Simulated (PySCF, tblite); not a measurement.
Species: C3ClF3O.
Bonds: O1–C2 (double), C2–Cl3, C2–C4, C4–F5, C4–C6 (double), C6–F7, C6–F8.

The geometry is computed with GFN2-xTB (gas phase).

(1) List the bond lengths, angles and torsions at this level.

## Answers

(1) 
| bond | length (Å) | order |
| --- | --- | --- |
| O1=C2 | 1.188 | double |
| C2–Cl3 | 1.745 | single |
| C2–C4 | 1.475 | single |
| C4–F5 | 1.337 | single |
| C4=C6 | 1.343 | double |
| C6–F7 | 1.307 | single |
| C6–F8 | 1.313 | single |

Orders are formal, as drawn. A selection of angles:
| angle | degrees |
| --- | --- |
| O1–C2–Cl3 | 122.4 |
| O1–C2–C4 | 125.7 |
| Cl3–C2–C4 | 111.8 |
| C2–C4–F5 | 118.1 |
| C2–C4–C6 | 123.4 |
| F5–C4–C6 | 118.4 |
| C4–C6–F7 | 124.4 |
| C4–C6–F8 | 124.5 |
| F7–C6–F8 | 111.1 |

Dihedral angles: O1–C2–C4–F5 180° (antiperiplanar); C2–C4–C6–F7 0° (synperiplanar).

The 3 C–F bonds span 1.307 Å (C6–F7, drawn single) to 1.337 Å (C4–F5, drawn single), a spread of 0.030 Å. The 8 heavy atoms lie in one plane (0.001 Å rms). The 2 C–C bonds span 1.343 Å (C4=C6, drawn double) to 1.475 Å (C2–C4, drawn single), a spread of 0.132 Å. Of the pairs four or more bonds apart, O1···F7 is among the closest relative to their van der Waals radii: 2.78 Å, 93 % of the sum of Bondi's values.

Point group: Cs (tolerance 0.08 Å). Its GFN2-xTB frequencies are all real (lowest 43 cm⁻¹). One conformer, not necessarily the lowest.
